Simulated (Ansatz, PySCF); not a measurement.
Species: SbBr₂, net charge 0, doublet state. It need not be the lowest isomer of its formula. SMILES: [Br][Sb][Br]
Geometry from a B3LYP-D3(BJ)/def2-TZVP (Ansatz, an electronic-structure program) optimisation:
```xyz
3

Sb     0.1493    -0.5899     0.7138
Br     1.7658     0.8971    -0.5258
Br    -1.9833    -0.0376    -0.5143
```
Charge 0, spin multiplicity 2.

Property: vertical ionisation energy (to the singlet state of charge +1; each state is the SCF solution reached for its spin; for the singlet T1 is 0.025), in eV. Valence correlation only, unless marked. UHF or UKS for open shells. Spin-orbit coupling is left out. The frozen core is the preceding noble-gas configuration, with the filled d and f shells of earlier blocks. In def2 rows, elements after Kr have scalar-relativistic effective core potentials. CBS(X,Y): correlation extrapolated as X^-3; Hartree-Fock from the larger set. The bracket is a focal-point correction in the basis named.

```tsv
level	program	vertical ionisation energy (eV)	minus last row
HF/def2-SVPD	Ansatz	8.33	0.05
SVWN5/def2-TZVPD	Ansatz	8.12	-0.16
PBE/def2-TZVPD	Ansatz	7.99	-0.29
B3LYP/def2-TZVPD	Ansatz	8.23	-0.05
PBE0/def2-TZVPD	Ansatz	8.31	0.03
wB97X-V/def2-TZVPD	Ansatz	8.44	0.16
MP2/def2-SVPD	Ansatz	8.16	-0.12
RI-MP2/def2-TZVPPD	Ansatz	8.19	-0.09
RI-MP2/def2-QZVPPD	Ansatz	8.24	-0.04
SCS-MP2/def2-SVPD	Ansatz	8.12	-0.16
SCS-MP2/def2-TZVPPD	Ansatz	8.16	-0.12
CCSD/def2-SVPD	Ansatz	8.20	-0.08
CCSD(T)/def2-SVPD	Ansatz	8.10	-0.18
CCSD(T)/def2-TZVPPD	Ansatz	8.19	-0.09
RI-MP2/CBS(def2-TZVPPD,def2-QZVPPD)+[CCSD(T)-MP2]/def2-TZVPPD	Ansatz	8.28	0.00
```

For comparison, minus the highest occupied orbital energy (PySCF): 6.97 eV at MN15/def2-TZVPD, 5.18 eV at M06-L/def2-TZVPD, 7.51 eV at M06-2X/def2-TZVPD.
